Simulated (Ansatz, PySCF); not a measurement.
Molecule: PbO, charge 0, multiplicity 1. 
Structure (B3LYP-D3(BJ)/def2-TZVP (Ansatz, a quantum-chemistry and plane-wave program) minimum search):
```
Pb
O 1 1.9216
```

Quantity: atomisation energy (electronic, to ground-state atoms), in kJ/mol. Valence correlation only, unless marked. UHF or UKS for open shells. Spin-orbit coupling is left out. The frozen core is the preceding noble-gas configuration, with the filled d and f shells of earlier blocks. Past Kr the def2 sets carry scalar-relativistic core potentials. The coupled-cluster limit lacks core correlation, which all-electron functionals hold. CBS marks a two-point X^-3 extrapolation of the correlation energy; Hartree-Fock from the larger set.

The Hartree-Fock reference is unstable (checked in the largest basis), which strains HF and MP2. The T1 diagnostic of CCSD in the largest basis is 0.044, which is high, so the coupled-cluster rows are less sure than usual.

```csv
level,program,atomisation energy (kJ/mol)
HF-D3(BJ)/def2-TZVPD,PySCF + dftd3,104.5
HF-D4/def2-TZVPD,PySCF + dftd4,92.0
revPBE-D4/def2-TZVPD,Ansatz + dftd4,516.5
TPSSh-D3(BJ)/def2-TZVPD,PySCF + dftd3,…
LC-wPBE/def2-TZVPD,Ansatz,444.1
B2GP-PLYP-D4/def2-TZVPD,Ansatz + dftd4,494.2
SCS-MP2/def2-QZVPP,Ansatz,524.0
CCSD/def2-SVP,Ansatz,348.8
"CCSD(T)/CBS(def2-TZVPPD,def2-QZVPPD)",Ansatz,…
```

### Question
Complete the blanks.

### Answer

- TPSSh-D3(BJ)/def2-TZVPD, atomisation energy (kJ/mol): 477.1
- CCSD(T)/CBS(def2-TZVPPD,def2-QZVPPD), atomisation energy (kJ/mol): 487.3
